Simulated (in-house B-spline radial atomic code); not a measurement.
**RPA and G0W0 on CAM-B3LYP: Nb VI (Nb5+)**

Configuration [Ar] 3d10 4s2 4p6, mean-field start CAM-B3LYP. Computed with an all-electron radial atomic-structure program (B-spline basis): all electrons, non-relativistic, point nucleus, each spin shell either full or empty, empty states to l = 9 with an (l + 1/2)⁻⁴ tail; G0W0 by contour deformation at full frequency.

Without relativity these are model numbers: it shifts the levels of so heavy an element strongly and can reorder them.

Command:
```bash
python run_gw.py task.json out
```
Settings (radii: box in bohr, nucleus in fm):
```
Z                        41
electrons                36
configuration            [Ar] 3d10 4s2 4p6
hamiltonian              nr
method                   camb3lyp
lmax                     9
spin_polarised           False
box_radius               10.43
intervals                51
```

Time taken, with all properties: 2.9 s on 1 thread of Arm Neoverse N1, with other jobs on the host.

Energies (hartree):

```json
{"term": "mean-field total", "value": "-3750.74795"}
{"term": "Hartree-Fock functional on these orbitals", "value": "-3748.77647"}
{"term": "direct second order", "value": "-2.9586"}
{"term": "second-order exchange", "value": "0.84616"}
{"term": "SOSEX correction", "value": "0.79288"}
```

What is the RPA correlation energy, and what remains with SOSEX?

RPA gives -2.6448 hartree (-2 eV per electron); RPA + SOSEX gives -1.8519, and the second-order doubles -2.1124 hartree (no singles). SOSEX takes back 30 % of the RPA value.

Quasi-particle levels (eV):

```tsv
level	occupied	mean field	Σx - vxc	Σc	QP weight	G0W0
4p	yes	-97.47	-4.39	?	?	?
3d	yes	-271.97	-19.89	6.64	0.895	-285.22
4d	no	-54.66	5.38	-2.13	0.972	-51.41
```

G0W0 = mean field + (Σx - vxc) + Σc, with Σc (partial-wave tail included) taken at the quasi-particle energy. Only the outer levels were computed. Levels of low weight are left out.

Where does G0W0 put 4p?

At -102.59 eV, with Σc = -0.73 eV and a quasi-particle weight of 0.961. The tabulated removal energy is 102.069 ± 0.006 eV (NIST, semi-empirical); the calculation leaves out relativity, Breit and QED terms, and what these don't explain is the method's own error.
